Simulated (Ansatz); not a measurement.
C₃H₅F₃O (`CC(F)OC(F)F`). Total charge 0; spin multiplicity 1.

Cartesian coordinates in Å:
```
C -0.952 -0.704 1.353
C -0.582 -0.061 0.053
F -1.279 1.122 -0.100
O 0.783 0.226 0.072
C 1.310 0.628 -1.121
F 2.550 1.050 -0.874
F 1.393 -0.421 -1.976
H -2.026 -0.883 1.380
H -0.672 -0.047 2.177
H -0.427 -1.654 1.459
H -0.831 -0.678 -0.817
H 0.733 1.420 -1.608
```

(1) What are the harmonic wavenumbers in cm⁻¹ at PBE0-D4/def2-TZVP (Ansatz, finite differences of forces, unscaled)? (Estimate.)

(2) Is this a minimum?

(3) Give the ideal-gas thermochemistry at 298.15 K and 1 bar (rigid rotor, harmonic oscillator; point group C1, symmetry number 1).

(4) And at 400, 500, 600, 800 and 1000 K?

Results:

(1) Computed: 48, 97, 185, 229, 325, 464, 473, 553, 578, 707, 887, 968, 1093, 1110, 1147, 1176, 1192, 1216, 1370, 1386, 1398, 1414, 1451, 1477, 1481, 3071, 3075, 3107, 3163, 3167.

(2) Yes, all 30 modes are real.

(3) Zero-point energy 227.3 kJ/mol; H(298) − E = 248.6 kJ/mol; entropy 356.6 J/(mol·K), of which translation 167.9, rotation 116.1, vibration 72.5; G(298) − E = 142.2 kJ/mol. Modes under 100 cm⁻¹ are hindered rotations or soft bends, so the harmonic entropy is rough.

(4) 
| T (K) | H − E (kJ/mol) | S (J/mol/K) | G − E (kJ/mol) |
| --- | --- | --- | --- |
| 400 | 260.9 | 392.0 | 104.1 |
| 500 | 275.4 | 424.2 | 63.3 |
| 600 | 291.8 | 454.2 | 19.3 |
| 800 | 329.4 | 508.1 | -77.0 |
| 1000 | 371.5 | 554.9 | -183.4 |
